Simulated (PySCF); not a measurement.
Simulation results for AlH2NO

All values are calculated (PySCF 2.14.0). Calculation on a computer-drawn molecule: vertical ionisation energy to the stated ion spin, frozen-core CCSD(T) at the basis limit and cheaper methods, single-reference cases, UHF for radicals, no spin-orbit; all values are single points at the evaluated structure, the first of each entry, which is the reference or a displaced copy of it and isn't optimised; the reference structure only sets the zero of the energies above reference; triples share is (T) over the correlation energy.

Common to all runs: charge 0; multiplicity 1; ion multiplicity 2; diffuse functions no; basis cc-pV(n+d)Z; reference is the Hartree-Fock double-zeta minimum; best is HF at quadruple zeta + MP2 correlation extrapolated from triple and quadruple zeta + CCSD(T) minus MP2 at triple zeta; basis step is the size of the change from the same recipe one zeta lower.

(1) 
```xyz
5
formula=AlH2NO ionisation_energy_best=8.765 ionisation_energy_basis_step=0.08713 energy_above_reference_best=0.01395 energy_above_reference_basis_step=0.0001035 ionisation_energy_Koopmans_at_triple_zeta=9.148 ionisation_energy_EOM_CCSD_at_triple_zeta=8.551 total_energy_HF_triple_zeta=-372.4549 total_energy_CCSD(T)_triple_zeta=-373.0073 total_energy_best=-373.0906 T1_diagnostic_at_triple_zeta=0.01618 D1_diagnostic_at_triple_zeta=0.0397 ion_T1_diagnostic_at_triple_zeta=0.01368 ion_D1_diagnostic_at_triple_zeta=0.03397 ion_spin_squared_at_triple_zeta=0.7594 triples_share_at_triple_zeta=0.03953 basis_functions_triple_zeta=127 dipole_magnitude_HF_at_triple_zeta=3.623 dipole_magnitude_CCSD_unrelaxed_at_triple_zeta=3.164 dipole_magnitude_PBE_at_triple_zeta=2.99 dipole_magnitude_r2SCAN_at_triple_zeta=3.171 dipole_magnitude_B3LYP_at_triple_zeta=3.144 dipole_magnitude_wB97X_at_triple_zeta=3.339
N      0.7651    -0.1699    -1.4984
Al    -0.0801     0.6753    -2.5403
O     -0.9964     1.5299    -3.6293
H      1.3608    -0.6269    -0.8523
H     -1.8261     1.4113    -4.0555
```

Units: ionisation_energy_best, ionisation_energy_basis_step, ionisation_energy_Koopmans_at_triple_zeta, ionisation_energy_EOM_CCSD_at_triple_zeta in eV; energy_above_reference_best, energy_above_reference_basis_step in kcal/mol; total_energy_HF_triple_zeta, total_energy_CCSD(T)_triple_zeta, total_energy_best in hartree; dipole_magnitude_HF_at_triple_zeta, dipole_magnitude_CCSD_unrelaxed_at_triple_zeta, dipole_magnitude_PBE_at_triple_zeta, dipole_magnitude_r2SCAN_at_triple_zeta, dipole_magnitude_B3LYP_at_triple_zeta, dipole_magnitude_wB97X_at_triple_zeta in debye.

Reference structure:
```xyz
5
AlH2NO
N      0.7656    -0.1704    -1.4983
Al    -0.0801     0.6761    -2.5395
O     -0.9964     1.5302    -3.6287
H      1.3596    -0.6271    -0.8526
H     -1.8261     1.4117    -4.0566
```

Drawn bonds:
```tsv
atom	other atom	order
1	2	2
2	3	1
1	4	1
3	5	1
```

Triple zeta:
```tsv
method	ionisation energy (eV)	energy above reference (kcal/mol)
HF	6.81	0.007637
PBE	8.66	0.01026
r2SCAN	8.455	0.01124
B3LYP	8.577	0.01088
wB97X	8.467	0.007868
MP2	8.703	0.01496
CCSD	8.364	0.01175
CCSD(T)	8.523	0.01303
```

(2) 
```xyz
5
formula=AlH2NO ionisation_energy_best=8.834 ionisation_energy_basis_step=0.0869 energy_above_reference_best=14.08 energy_above_reference_basis_step=0.1518 ionisation_energy_Koopmans_at_triple_zeta=9.199 ionisation_energy_EOM_CCSD_at_triple_zeta=8.637 total_energy_HF_triple_zeta=-372.4353 total_energy_CCSD(T)_triple_zeta=-372.9846 total_energy_best=-373.0682 T1_diagnostic_at_triple_zeta=0.01602 D1_diagnostic_at_triple_zeta=0.03894 ion_T1_diagnostic_at_triple_zeta=0.01348 ion_D1_diagnostic_at_triple_zeta=0.03407 ion_spin_squared_at_triple_zeta=0.7584 triples_share_at_triple_zeta=0.03883 basis_functions_triple_zeta=127 dipole_magnitude_HF_at_triple_zeta=3.766 dipole_magnitude_CCSD_unrelaxed_at_triple_zeta=3.31 dipole_magnitude_PBE_at_triple_zeta=3.14 dipole_magnitude_r2SCAN_at_triple_zeta=3.32 dipole_magnitude_B3LYP_at_triple_zeta=3.294 dipole_magnitude_wB97X_at_triple_zeta=3.481
N      0.7651    -0.1699    -1.4984
Al    -0.0801     0.6753    -2.5403
O     -0.9964     1.5299    -3.6293
H      1.2826    -0.5669    -0.9371
H     -1.8261     1.4113    -4.0555
```

Units: ionisation_energy_best, ionisation_energy_basis_step, ionisation_energy_Koopmans_at_triple_zeta, ionisation_energy_EOM_CCSD_at_triple_zeta in eV; energy_above_reference_best, energy_above_reference_basis_step in kcal/mol; total_energy_HF_triple_zeta, total_energy_CCSD(T)_triple_zeta, total_energy_best in hartree; dipole_magnitude_HF_at_triple_zeta, dipole_magnitude_CCSD_unrelaxed_at_triple_zeta, dipole_magnitude_PBE_at_triple_zeta, dipole_magnitude_r2SCAN_at_triple_zeta, dipole_magnitude_B3LYP_at_triple_zeta, dipole_magnitude_wB97X_at_triple_zeta in debye.

Reference structure:
```xyz
5
AlH2NO
N      0.7656    -0.1704    -1.4983
Al    -0.0801     0.6761    -2.5395
O     -0.9964     1.5302    -3.6287
H      1.3596    -0.6271    -0.8526
H     -1.8261     1.4117    -4.0566
```

Drawn bonds:
```tsv
atom	other atom	order
1	2	2
2	3	1
1	4	1
3	5	1
```

Triple zeta:
```tsv
method	ionisation energy (eV)	energy above reference (kcal/mol)
HF	6.892	12.32
PBE	8.741	15.23
r2SCAN	8.534	14.13
B3LYP	8.662	14.05
wB97X	8.551	13.97
MP2	8.762	14.33
CCSD	8.443	13.91
CCSD(T)	8.598	14.22
```

(3) 
```xyz
5
formula=AlH2NO
N      0.7651    -0.1699    -1.4984
Al    -0.0801     0.6753    -2.5403
O     -0.9964     1.5299    -3.6293
H      1.2832    -0.5674    -0.9364
H     -1.8261     1.4113    -4.0555
```

Reference structure:
```xyz
5
AlH2NO
N      0.7656    -0.1704    -1.4983
Al    -0.0801     0.6761    -2.5395
O     -0.9964     1.5302    -3.6287
H      1.3596    -0.6271    -0.8526
H     -1.8261     1.4117    -4.0566
```

Drawn bonds:
```tsv
atom	other atom	order
1	2	2
2	3	1
1	4	1
3	5	1
```

To be estimated
1. Estimate the D1 diagnostic at triple zeta of AlH2NO (entry 3).
2. What dipole magnitude wB97X at triple zeta does the calculation give for AlH2NO (entry 3)?
3. AlH2NO (entry 3): ion D1 diagnostic at triple zeta?
4. What dipole magnitude HF at triple zeta does the calculation give for AlH2NO (entry 3)?
5. Give the table of triple zeta values for AlH2NO (entry 3).

## Answers
1. 0.03894
2. 3.48 debye
3. 0.03407
4. 3.765 debye
5. 
Triple zeta:
```tsv
method	ionisation energy (eV)	energy above reference (kcal/mol)
HF	6.891	12.09
PBE	8.74	14.98
r2SCAN	8.533	13.89
B3LYP	8.661	13.81
wB97X	8.551	13.73
MP2	8.762	14.09
CCSD	8.442	13.67
CCSD(T)	8.598	13.98
```

Further results for AlH2NO (entry 3):

* ionisation energy best: 8.834 eV
* ionisation energy basis step: 0.08691 eV
* energy above reference best: 13.84 kcal/mol
* energy above reference basis step: 0.1502 kcal/mol
* ionisation energy Koopmans at triple zeta: 9.198 eV
* ionisation energy EOM CCSD at triple zeta: 8.636 eV
* total energy HF triple zeta: -372.4356 hartree
* total energy CCSD(T) triple zeta: -372.9850 hartree
* total energy best: -373.0686 hartree
* T1 diagnostic at triple zeta: 0.01602
* ion T1 diagnostic at triple zeta: 0.01348
* ion spin squared at triple zeta: 0.7584
* triples share at triple zeta: 0.03884
* basis functions triple zeta: 127
* dipole magnitude CCSD unrelaxed at triple zeta: 3.309 debye
* dipole magnitude PBE at triple zeta: 3.138 debye
* dipole magnitude r2SCAN at triple zeta: 3.319 debye
* dipole magnitude B3LYP at triple zeta: 3.293 debye
